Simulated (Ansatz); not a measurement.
Species: C$_{4}$H$_{3}$ClO, net charge 0, singlet state. 
Geometry from a B3LYP-D3(BJ)/def2-TZVP (Ansatz, a quantum-chemistry and plane-wave program) optimisation:
SMILES: c1occ(c1)Cl
```xyz
9

Cl     1.6955     1.0514    -0.0961
C      0.2358     0.1442    -0.0133
C     -1.0895     0.6795     0.0215
C     -1.9099    -0.3966     0.0849
O     -1.1881    -1.5501     0.0916
C      0.1276    -1.2069     0.0310
H     -1.3687     1.7183     0.0013
H     -2.9785    -0.5073     0.1290
H      0.8459    -2.0056     0.0273
```

Atomisation energy built up term by term with Ansatz (kcal/mol; UHF references for open shells; valence terms freeze the core; atomic spin-orbit terms are left out). Basis-set limits of correlation are two-point, X^-3; Hartree-Fock from the larger set.

The Hartree-Fock reference is unstable (checked in the largest basis), which strains HF and MP2. 

```csv
term,basis,kcal/mol
Hartree-Fock,aug-cc-pV(Q+d)Z,…
CCSD correlation,"CBS(aug-cc-pV(T+d)Z,aug-cc-pV(Q+d)Z)",…
(T),"CBS(aug-cc-pV(T+d)Z,aug-cc-pV(Q+d)Z)",26.01
core correlation,cc-pwCVTZ,5.17
scalar relativity (X2C),cc-pVTZ-DK against cc-pVTZ,-1.15
sum: De,,…
```

Task: Fill in the missing entries.

Result: 
- Hartree-Fock, kcal/mol: 677.25
- CCSD correlation, kcal/mol: 264.75
- sum: De, kcal/mol: 972.0
